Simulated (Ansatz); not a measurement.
Isolated molecules relaxed with PBE0-D4/def2-TZVP in Ansatz; ΔE leaves out vibrations. CCSD(T)/CBS adds triple-zeta CCSD(T) − MP2 to the extrapolated MP2 energy (def2 sets, frozen cores). This one scheme is used for every species. DFT in def2-TZVPP. Elements past krypton have def2 core potentials. For Ga, In outer-core shells are correlated without core-valence functions, which leaves a few kJ/mol of doubt a bond. Scalar relativity is left out up to krypton.

Consider the substitution at a C–In bond: `C=[C]([GaH2])[InH2]` + H–F → `C=[C](F)[GaH2]` + `[InH3]`.

`C=[C]([GaH2])[InH2]`:

Z-matrix (Å, degrees):
```
C
C 1 1.343
H 1 1.093 2 123.4
H 1 1.094 2 122.5 3 -180.0
Ga 2 1.956 1 116.5 3 -180.0
In 2 2.148 1 116.8 3 0.0
H 5 1.572 2 121.6 1 179.9
H 5 1.577 2 117.3 1 -0.1
H 6 1.733 2 115.5 1 -0.1
H 6 1.724 2 122.2 1 179.9
```

H–F:

Cartesian coordinates in Å:
```
F 0.415 0.187 -0.069
H -0.415 -0.187 0.069
```

`C=[C](F)[GaH2]`:

```xyz
8

C     0.290    0.838    1.116
C     0.439   -0.247    0.364
F     1.347   -1.172    0.754
Ga   -0.575   -0.599   -1.284
H    -0.430    1.592    0.825
H     0.870    0.996    2.020
H    -0.327   -1.907   -2.100
H    -1.613    0.499   -1.695
```

`[InH3]`:

Cartesian coordinates in Å:
```
In 0.000 0.000 0.000
H 0.123 -1.125 1.300
H 1.376 0.926 -0.471
H -1.498 0.199 -0.829
```

```
    level  ΔE (kcal/mol)
r2SCAN-D4           10.3
  PBE0-D4           12.2
  r2SCANh           10.5
  r2SCAN0           11.2
```

Question: What does CCSD(T)/CBS give? (Estimate.)

Answer: Computed: +17.8 kcal/mol. The listed levels differ from it by -7.5, -5.6, -7.3, -6.6 kcal/mol.

Largest T1 diagnostic among the species: 0.014.

From BLYP to BHLYP (50 % exact exchange), in def2-TZVPP and without D4, ΔE moves by +1.8 kcal/mol. At CCSD(T), def2-SVP lies −7.6 kcal/mol from the extrapolated value and def2-TZVPP −1.8 kcal/mol. Leaving LDA and LC-ωPBE aside and taking each functional with its dispersion term where it has one, the values, not all of them listed here, spread over 7.4 kcal/mol, from B97M-V to PBE-QIDH. LDA lies −1.0 kcal/mol from PBE without D4.
